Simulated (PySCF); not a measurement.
# Si3H5Cl3O3

Si3H5Cl3O3 is a molecule, neutral, singlet. The structure, one conformer, was relaxed in the gas phase by PBE0-D3(BJ)/def2-SVP. No frequency run checks that it is a minimum.

SMILES: O[SiH2]O[SiH2]O[Si](Cl)(Cl)Cl

Coordinates in Å:
```
O1     -0.910   -1.119   -1.598
Si2    -2.086   -0.411   -0.675
O3     -1.438    0.263    0.702
Si4    -0.223    0.188    1.802
O5      1.240    0.467    1.042
Si6     2.208    0.442   -0.247
Cl7     2.674   -1.463   -0.786
Cl8     3.911    1.474    0.162
Cl9     1.280    1.354   -1.845
H10    -0.325   -0.526   -2.085
H11    -2.771    0.696   -1.395
H12    -3.016   -1.499   -0.284
H13    -0.143   -1.155    2.431
H14    -0.406    1.273    2.792
```

Shieldings: GIAO PBE0/pcSseg-1. Shifts are against computed references at the same level: H TMS (σ 31.27 ppm), Si TMS (σ 352.0 ppm). Core levels by delta-SCF with SCAN, pcX-2 on the ionised atom and pcseg-1 elsewhere, spin-free X2C (2p3/2 is the spin-free 2p value less a third of a first-order spin-orbit splitting); from the vacuum level, for chosen atoms.

(1) Give the NMR and core-level values of the distinct atoms.

(2) By CAM-B3LYP/def2-SVPD (TDDFT singlets, Tamm-Dancoff triplets, ionisation by delta-SCF), where does absorption start, and what does vertical ionisation take?

Answers

(1) 
```json
{"atoms": "O1", "bonded to": "1 Si + 1 H", "σ (ppm)": "259.1", "δ (ppm)": "-", "core level (eV)": "1s 538.70"}
{"atoms": "Si2", "bonded to": "2 O + 2 H", "σ (ppm)": "383.2", "δ (ppm)": "-31.2", "core level (eV)": "2p3/2 108.24"}
{"atoms": "O3", "bonded to": "2 Si", "σ (ppm)": "236.0", "δ (ppm)": "-", "core level (eV)": "1s 538.31"}
{"atoms": "Si4", "bonded to": "2 O + 2 H", "σ (ppm)": "393.2", "δ (ppm)": "-41.2", "core level (eV)": "2p3/2 108.57"}
{"atoms": "O5", "bonded to": "2 Si", "σ (ppm)": "199.8", "δ (ppm)": "-", "core level (eV)": "1s 538.88"}
{"atoms": "Si6", "bonded to": "3 Cl + 1 O", "σ (ppm)": "374.8", "δ (ppm)": "-22.9", "core level (eV)": "-"}
{"atoms": "Cl7", "bonded to": "1 Si", "σ (ppm)": "783.6", "δ (ppm)": "-", "core level (eV)": "-"}
{"atoms": "Cl8", "bonded to": "1 Si", "σ (ppm)": "792.8", "δ (ppm)": "-", "core level (eV)": "-"}
{"atoms": "Cl9", "bonded to": "1 Si", "σ (ppm)": "777.9", "δ (ppm)": "-", "core level (eV)": "-"}
{"atoms": "H10", "bonded to": "1 O", "σ (ppm)": "28.28", "δ (ppm)": "2.98", "core level (eV)": "-"}
{"atoms": "H11", "bonded to": "1 Si", "σ (ppm)": "26.23", "δ (ppm)": "5.03", "core level (eV)": "-"}
{"atoms": "H12", "bonded to": "1 Si", "σ (ppm)": "26.43", "δ (ppm)": "4.83", "core level (eV)": "-"}
{"atoms": "H13", "bonded to": "1 Si", "σ (ppm)": "26.08", "δ (ppm)": "5.19", "core level (eV)": "-"}
{"atoms": "H14", "bonded to": "1 Si", "σ (ppm)": "26.35", "δ (ppm)": "4.91", "core level (eV)": "-"}
```

Values are those of this one static structure; atoms that internal rotation interchanges would show their mean in an NMR spectrum.

(2) The first singlet with intensity lies at 7.82 eV (f 0.004); what lies below it is dark. The lowest singlet lies at 7.73 eV (f 0.001), the strongest of the first 6 at 7.94 eV (f 0.022), the lowest triplet at 7.28 eV; vertical ionisation takes 11.04 eV.
